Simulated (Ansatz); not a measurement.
Consider the hydrogenolysis of a B–N bond: `CNB(F)[SiH3]` + H₂ → `FB[SiH3]` + CH₃NH₂.

Calculated with Ansatz (gas phase, PBE0-D4/def2-TZVP geometries, no zero-point term in ΔE). CBS: MP2 limit from def2 TZ/QZ plus the TZ coupled-cluster correction, frozen cores. This one scheme is used for every species. DFT in def2-TZVPP. B3LYP here is the variant with VWN-RPA as its local correlation; programs differ in this. One conformer a species, not always the lowest.

`CNB(F)[SiH3]`:

Z-matrix (Å, degrees):
```
C
N 1 1.443
H 1 1.094 2 111.5
H 1 1.089 2 109.6 3 119.5
H 1 1.094 2 111.4 3 -121.0
B 2 1.390 1 128.7 3 -119.3
H 2 1.011 1 114.5 3 60.6
Si 6 2.032 2 126.8 1 -0.0
F 6 1.349 2 116.6 1 180.0
H 8 1.490 6 109.9 2 -120.1
H 8 1.490 6 109.9 2 121.6
H 8 1.490 6 113.8 2 0.7
```

H₂:

Z-matrix (Å, degrees):
```
H
H 1 0.746
```

`FB[SiH3]`:

```xyz
7

F     0.143   -1.863   -1.141
B    -0.479   -1.050   -0.307
Si    0.339    0.737    0.222
H    -1.544   -1.428    0.107
H     0.407    0.819    1.708
H    -0.563    1.827   -0.247
H     1.698    0.959   -0.341
```

CH₃NH₂:

Cartesian coordinates in Å:
```
C -0.544 0.049 0.157
N 0.898 -0.107 0.076
H -1.059 0.181 -0.805
H -0.780 0.914 0.782
H -0.975 -0.826 0.649
H 1.320 0.699 -0.368
H 1.139 -0.910 -0.491
```

| level | ΔE (kcal/mol) |
| --- | --- |
| B3LYP | 29.1 |
| MP2/def2-TZVPP | 32.4 |

Question: What does CCSD(T)/CBS give? (Estimate.)

Answer: Computed: +31.0 kcal/mol. The listed levels differ from it by -1.9, 1.4 kcal/mol.

Largest T1 diagnostic among the species: 0.014.

The D4 term adds +2.8 kcal/mol with B3LYP and +1.6 kcal/mol with PBE0; it sums over pairs of atoms, weighted by their polarisabilities, and B3LYP, whose exchange is more repulsive, gets the larger term. In def2-TZVPP, CCSD(T) changes the Hartree–Fock value by +6.3 kcal/mol (the triples alone add +1.4 kcal/mol) and MP2 by +7.9 kcal/mol.
